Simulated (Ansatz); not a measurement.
C7H9N can be A, `Cc1cccnc1C`, or B, `Cc1ccncc1C`.

Gas-phase electronic energies from Ansatz, PBE0-D4/def2-TZVP geometries. CBS: MP2 limit from def2 TZ/QZ plus the TZ coupled-cluster correction, frozen cores. Functionals use def2-TZVPP. B3LYP here is the variant with VWN-RPA as its local correlation; programs differ in this.

(1) Which isomer does CCSD(T)/CBS put lower? Give the gap. (Estimate.)

(2) Give E(B) − E(A) in kJ/mol with r2SCAN-D4, BLYP-D4, CCSD/def2-TZVPP, MP2/def2-TZVPP, CCSD(T)/def2-TZVPP, CCSD(T)/def2-SVP, B3LYP-D4. (An estimate is asked.)

Largest T1 diagnostic: 0.011.

## Answers

(1) The calculation gave: A, by 3.1 kJ/mol.

(2) The calculation gave: r2SCAN-D4 3.3, BLYP-D4 3.2, CCSD/def2-TZVPP 2.8, MP2/def2-TZVPP 2.9, CCSD(T)/def2-TZVPP 2.8, CCSD(T)/def2-SVP 3.1, B3LYP-D4 3.2. None reverses the order clearly.

Leaving LDA and LC-ωPBE aside and taking each functional with its dispersion term where it has one, the values, not all of them listed here, spread over 0.8 kJ/mol, from revPBE-D4 to CAM-B3LYP-D4.
